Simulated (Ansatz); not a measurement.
Relaxation of CH₄BClOSi (9 atoms, charge 0, multiplicity 1), to a largest force component of 0.02 eV/Å in at most 50 steps.

Theory: UKS PBE0-D4/6-31G* in Ansatz 0.2.0.

```xyz
9
Properties=species:S:1:pos:R:3:forces:R:3
Cl -2.605 0.732 0.131 1.21 0.50 -0.10
B -0.847 0.542 -0.137 -1.44 -0.85 1.06
C 0.409 0.607 0.826 1.03 1.78 1.12
O 1.344 -0.406 0.341 -2.04 -0.17 -1.22
Si 0.211 -0.858 -0.928 1.48 0.60 0.83
H 0.953 1.605 0.759 -0.63 -0.75 0.36
H 0.180 0.398 1.896 0.04 0.33 -0.39
H -0.320 -2.175 -0.717 -0.26 -1.15 -0.20
H 0.763 -0.491 -2.188 0.62 -0.29 -1.47
```

**Question.** Where does it end, and by what steps?

**Answer.** The run converged. After 6 steps the energy has fallen by 0.735 eV; Cl1 moved furthest, 0.43 Å.

| step | energy less start (eV) | largest force component (eV/Å) | accepted |
| --- | --- | --- | --- |
| 0 | 0.0000 | 2.043 | yes |
| 1 | -0.5812 | 1.257 | yes |
| 2 | -0.6833 | 1.051 | yes |
| 3 | -0.7222 | 0.554 | yes |
| 4 | -0.7304 | 0.358 | yes |
| 5 | -0.7345 | 0.055 | yes |
| 6 | -0.7348 | 0.005 | yes |

```xyz
9
Properties=species:S:1:pos:R:3
Cl -2.498 1.152 0.130
B -0.942 0.406 0.016
C 0.357 0.626 0.895
O 1.262 -0.309 0.252
Si 0.228 -0.915 -0.949
H 0.765 1.647 0.854
H 0.233 0.372 1.959
H -0.021 -2.383 -0.836
H 0.704 -0.643 -2.338
```

Time of the run: 18 s on 2 threads of Intel(R) Xeon(R) 6975P-C (Granite Rapids) (shared host), peak memory 0.29 GiB.
